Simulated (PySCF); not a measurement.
This PySCF input asks for the NMR shieldings of SMILES C=CC[C@@H]1CS[C@H]1O[SiH3], C₆H₁₂OSSi; the geometry comes from GFN2-xTB.

```python
import basis_set_exchange as bse
import numpy as np
from pyscf import gto, dft
from pyscf.prop import nmr

atoms = """
C     3.605458   -0.054007    0.399464
C     2.538429   -0.564093   -0.184977
C     1.190906   -0.675501    0.455700
C     0.155147    0.126949   -0.327550
C     0.350057    1.644551   -0.316191
S    -1.423160    1.960922    0.004173
C    -1.263660    0.132466    0.258299
O    -2.147371   -0.654204   -0.409181
Si   -3.774108   -0.728338   -0.307668
H     4.554046    0.012782   -0.104948
H     3.578824    0.309078    1.414079
H     2.593071   -0.924331   -1.204068
H     0.876049   -1.722951    0.470528
H     1.233350   -0.313959    1.485705
H     0.092993   -0.245299   -1.353891
H     0.696453    2.089885   -1.244871
H     0.955398    1.999017    0.515991
H    -1.295511   -0.060005    1.338103
H    -3.984352   -1.741956   -1.327418
H    -4.367772    0.573636   -0.600499
H    -4.173168   -1.147699    1.038750
"""
names = dict.fromkeys(["C", "S", "O", "Si", "H"], "pcSseg-1")
basis = {el: gto.basis.parse(bse.get_basis(n, elements=[el], fmt="nwchem")) for el, n in names.items()}
mol = gto.M(atom=atoms, basis=basis, charge=0, verbose=0)
mf = dft.RKS(mol, xc="PBE0")
mf.grids.level = 2
mf.grids.alignment = dft.numint.BLKSIZE   # the property module wants whole blocks of grid points
mf.conv_tol = 1e-9
mf.kernel()

calc = nmr.RKS(mf)   # GIAO
C = mf.mo_coeff
Co = C[:, mf.mo_occ > 0]
resp = mf.gen_response(singlet=True, hermi=2)
def vind(x):   # induced exchange potential for any number of trial vectors
    d = np.einsum("pi,xij,qj->xpq", C, 2 * x.reshape(-1, C.shape[1], Co.shape[1]), Co, optimize=True)
    return np.einsum("xpq,pi,qj->xij", resp(d - d.transpose(0, 2, 1)), C, Co, optimize=True).ravel()
mo1, _ = nmr.rhf.solve_mo1(calc, with_cphf=vind)
sigma = calc.kernel(mo1)
for i, s in enumerate(sigma):   # ppm
    print("%2d %-2s %9.2f" % (i, mol.atom_pure_symbol(i), np.trace(s) / 3))
```

Problem. Give the expected output.

Solution. 
```
 0 C      63.15
 1 C      42.56
 2 C     141.36
 3 C     133.69
 4 C     160.40
 5 S     469.79
 6 C     103.14
 7 O     265.72
 8 Si    391.10
 9 H      26.39
10 H      26.26
11 H      25.86
12 H      29.07
13 H      29.78
14 H      28.60
15 H      28.95
16 H      29.13
17 H      26.30
18 H      26.98
19 H      26.79
20 H      27.03
```

These numbers come from an equivalent density-fitted implementation of the same equations, which agrees with the script to about 0.01 ppm for H and up to a few tenths of a ppm for heavy atoms, so last digits may differ.

Problem. Turn these shieldings into chemical shifts. Shifts are taken against calculated references (same method and geometry level): ¹³C (σref 186.93), ²⁹Si (σref 349.16), ¹H (σref 31.72) vs TMS; ³³S (σref 503.73) vs CS2; ¹⁷O (σref 336.08) against H2O.

Solution. Averaging equivalent atoms: C 1: 144.4; C 0: 123.8; C 6: 83.8; C 3: 53.2; C 2: 45.6; C 4: 26.5; S 5: 34; O 7: 70.4; Si 8: -41.9; H 11: 5.85; H 10: 5.46; H 17: 5.42; H 9: 5.33; H 18/19/20: 4.78; H 14: 3.12; H 15: 2.77; H 12: 2.65; H 16: 2.58; H 13: 1.94 ppm. Experimental scales use liquid or dissolved standards, which lie at an offset from isolated H2O (liquid H2O: subtract about 36 ppm).

Size and cost of the density-fitted run: 227 basis functions, 58 s wall time on 1 thread of an Arm Neoverse V1, shared host; peak memory 0.97 GiB.
